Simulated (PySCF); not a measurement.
C5H7FO, SMILES C=C1C[C@@](C)(F)O1. Atoms are numbered in the order given.

```xyz
14

C      2.3780     0.2846     0.9880
C      1.1774     0.2173     0.4224
C      0.2701     1.0918    -0.4107
C     -0.6975    -0.1045    -0.2921
C     -2.0161     0.0375     0.4205
F     -0.9000    -0.7379    -1.4898
O      0.2708    -0.8310     0.4754
H      2.7685    -0.5510     1.5714
H      2.9865     1.1811     0.8670
H      0.6016     1.2693    -1.4433
H     -0.0615     2.0319     0.0521
H     -1.8765     0.5423     1.3864
H     -2.4386    -0.9625     0.5984
H     -2.7182     0.6176    -0.1963
```
Charge 0, spin multiplicity 1.

Coordinates come from a B3LYP-D3(BJ)/def2-SVP optimisation. The structure was generated by enumeration; whether it is a known compound was not checked.

Method: PySCF with B3LYP-D3(BJ)/def2-SVP.

Harmonic, unscaled wavenumbers; measured fundamentals usually lie a few per cent lower.

Computed vibrational spectrum:
| mode | ν (cm⁻¹) | IR (km/mol) | moving atoms (share of kinetic energy) |
|---|---|---|---|
| 1 | 79 | 0.3 | C 48 %, H 20 %, O 18 %, F 14 % |
| 2 | 236 | 0.3 | H 92 % |
| 3 | 303 | 1.2 | H 43 %, C 39 %, O 15 % |
| 4 | 331 | 0.9 | C 38 %, H 30 %, F 21 %, O 11 % |
| 5 | 368 | 0.8 | C 35 %, F 31 %, H 24 %, O 10 % |
| 6 | 433 | 7.4 | C 59 %, H 23 %, F 16 % |
| 7 | 485 | 3.2 | H 44 %, C 31 %, O 13 %, F 12 % |
| 8 | 520 | 1.8 | C 28 %, O 25 %, H 24 %, F 23 % |
| 9 | 648 | 5.5 | C 61 %, F 18 %, H 18 % |
| 10 | 719 | 0.9 | H 87 % |
| 11 | 805 | 3.6 | C 52 %, H 31 %, O 13 % |
| 12 | 827 | 52.6 | H 73 %, C 27 % |
| 13 | 877 | 32.2 | H 49 %, C 35 %, O 10 % |
| 14 | 911 | 14.2 | H 52 %, C 42 % |
| 15 | 955 | 60.3 | H 33 %, O 31 %, C 31 % |
| 16 | 964 | 81.0 | H 50 %, C 29 %, F 15 % |
| 17 | 992 | 19.7 | C 45 %, O 38 %, H 16 % |
| 18 | 1075 | 8.4 | H 75 %, C 22 % |
| 19 | 1120 | 167.8 | C 64 %, H 31 % |
| 20 | 1184 | 12.7 | H 61 %, C 38 % |
| 21 | 1268 | 98.9 | C 65 %, H 29 % |
| 22 | 1287 | 42.5 | C 70 %, H 19 %, O 10 % |
| 23 | 1306 | 113.0 | C 64 %, H 32 % |
| 24 | 1395 | 4.5 | H 86 %, C 13 % |
| 25 | 1412 | 44.1 | H 60 %, C 39 % |
| 26 | 1435 | 20.5 | H 86 %, C 14 % |
| 27 | 1455 | 1.4 | H 95 % |
| 28 | 1457 | 3.7 | H 92 %, C 8 % |
| 29 | 1788 | 142.5 | C 95 % |
| 30 | 3050 | 4.3 | H 97 % |
| 31 | 3082 | 5.5 | H 95 % |
| 32 | 3144 | 6.0 | H 90 %, C 10 % |
| 33 | 3147 | 1.7 | H 90 %, C 10 % |
| 34 | 3151 | 9.1 | H 90 %, C 10 % |
| 35 | 3166 | 0.6 | H 95 % |
| 36 | 3269 | 0.9 | H 89 %, C 11 % |
